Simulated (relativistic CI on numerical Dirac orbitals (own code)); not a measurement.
Electric-dipole transitions in Dy LIX

Method of calculation: Dirac-Coulomb-Breit CI, KLI orbitals optimised for each configuration, QED by a radiative potential, unscaled Slater integrals (own radial code, finite nucleus).

CI space (outside the closed core 1s2): 2s²2p⁴, 2s2p⁵, 2p⁶, 2p⁵3s, 2p⁵3p, 2p⁵3d, 2s²2p³3s, 2s²2p³3p, 2s²2p³3d, 2s2p⁴3s, 2s2p⁴3p, 2s2p⁴3d, 2s²2p³4s, 2s²2p³4p, 2s²2p³4d, 2s²2p³4f. Levels of other configurations are missing.

| λ vac (nm) | Lower | Upper | A (s⁻¹) | E lower (10³ cm⁻¹) | E upper (10³ cm⁻¹) |
| --- | --- | --- | --- | --- | --- |
| 0.15244 | 2s²2p⁴ ¹D2 [4] | 2s²2p³3d ¹F°3 [139] | 7.46e+14 | 6829.8 | 72431.4 |
| 0.15264 | 2s²2p⁴ ³P2 [1] | 2s²2p³3d ³F°3 [64] | 8.45e+14 | 0.0 | 65511.8 |
| 0.15273 | 2s²2p⁴ ³P2 [1] | 2s²2p³3d ³P°1 [63] | 1.14e+15 | 0.0 | 65475.4 |
| 0.15273 | 2s²2p⁴ ³P2 [1] | 2s²2p³3d ³D°2 [62] | 1.04e+15 | 0.0 | 65474.3 |
| 0.15300 | 2s2p⁵ ¹P°1 [6] | 2s2p⁴3d ¹D2 [185] | 5.09e+14 | 10037.9 | 75398.3 |
| 0.15305 | 2s2p⁵ ³P°2 [5] | 2s2p⁴3d ³F3 [171] | 7.68e+14 | 9456.6 | 74794.8 |
| 0.15310 | 2s2p⁵ ³P°2 [5] | 2s2p⁴3d ³D2 [170] | 1.17e+15 | 9456.6 | 74771.8 |
| 0.15323 | 2s2p⁵ ³P°2 [5] | 2s2p⁴3d ³S1 [168] | 1.40e+15 | 9456.6 | 74716.7 |
| 0.15375 | 2s²2p⁴ ¹D2 [4] | 2s2p⁴3p ³F°3 [132] | 3.74e+14 | 6829.8 | 71868.8 |
| 0.15379 | 2s2p⁵ ¹P°1 [6] | 2p⁵3p ³D2 [175] | 5.86e+14 | 10037.9 | 75063.4 |
| 0.15388 | 2s2p⁵ ³P°2 [5] | 2s2p⁴3d ⁵F3 [162] | 3.84e+14 | 9456.6 | 74441.4 |
| 0.15426 | 2s²2p⁴ ³P2 [1] | 2s2p⁴3p ³D°3 [51] | 4.16e+14 | 0.0 | 64823.9 |
| 0.16777 | 2s²2p⁴ ³P1 [3] | 2s²2p³3d ³P°2 [81] | 6.69e+14 | 6680.3 | 66285.6 |
| 0.16811 | 2s²2p⁴ ¹D2 [4] | 2s²2p³3d ³F°3 [82] | 7.96e+14 | 6829.8 | 66314.3 |
| 0.16823 | 2s²2p⁴ ³P0 [7] | 2s²2p³3d ³D°1 [146] | 1.96e+15 | 13669.3 | 73111.2 |
| 0.16825 | 2s2p⁵ ³P°2 [5] | 2s2p⁴3d ³D3 [113] | 8.36e+14 | 9456.6 | 68890.9 |
| 0.16831 | 2s²2p⁴ ³P1 [3] | 2s²2p³3d ¹P°1 [78] | 7.77e+14 | 6680.3 | 66096.2 |
| 0.16858 | 2s²2p⁴ ³P2 [1] | 2s²2p³3d ³D°3 [25] | 1.42e+15 | 0.0 | 59318.6 |
| 0.16858 | 2s2p⁵ ³P°1 [9] | 2s2p⁴3d ³D2 [194] | 1.45e+15 | 16509.7 | 75827.6 |
| 0.16864 | 2s2p⁵ ³P°1 [9] | 2s2p⁴3d ³P1 [193] | 8.23e+14 | 16509.7 | 75809.2 |
| 0.16865 | 2s²2p⁴ ¹D2 [4] | 2s²2p³3d ¹D°2 [80] | 1.16e+15 | 6829.8 | 66124.8 |
| 0.16869 | 2s²2p⁴ ³P1 [3] | 2s²2p³3d ³D°2 [77] | 1.07e+15 | 6680.3 | 65959.7 |
| 0.16871 | 2s²2p⁴ ¹D2 [4] | 2s²2p³3d ¹F°3 [79] | 9.17e+14 | 6829.8 | 66103.3 |
| 0.16892 | 2s²2p⁴ ³P2 [1] | 2s²2p³3d ³D°2 [24] | 6.41e+14 | 0.0 | 59199.7 |
| 0.16934 | 2s2p⁵ ¹P°1 [6] | 2s2p⁴3d ¹D2 [116] | 1.51e+15 | 10037.9 | 69090.8 |
| 0.16949 | 2s2p⁵ ³P°2 [5] | 2s2p⁴3d ³D2 [107] | 7.34e+14 | 9456.6 | 68457.9 |
| 0.16953 | 2s²2p⁴ ¹S0 [2] | 2s²2p³3d ³D°1 [26] | 8.80e+14 | 414.7 | 59400.9 |
| 0.16963 | 2s2p⁵ ³P°2 [5] | 2s2p⁴3d ¹F3 [105] | 3.22e+14 | 9456.6 | 68407.0 |
| 0.16967 | 2s2p⁵ ¹P°1 [6] | 2s2p⁴3d ³P1 [115] | 1.00e+15 | 10037.9 | 68976.3 |
| 0.17004 | 2s2p⁵ ³P°2 [5] | 2s2p⁴3d ³F3 [101] | 4.80e+14 | 9456.6 | 68265.3 |

Terms are leading LS components. Brackets give the number of a level in order of energy, since labels repeat. The list gives strong lines, with weight on those to low levels, without lines whose two gauges differ by over a factor of 2.5, among the lowest 200 of 342 levels, so that lines to higher ones, which can be the strongest, are missing. Levels whose partners in the same complex of configurations lie outside the list can be far off, and so can their lines. Rates are taken at the computed energies, electric ones in the length gauge.

At this charge energies of transitions that change n are usually good to better than 1 %, and those within a shell (Δn = 0) to a few per cent.

LS names give the leading component of a level, which can be under half, so a name can repeat, a term be missing and a line seem to break the LS rules.
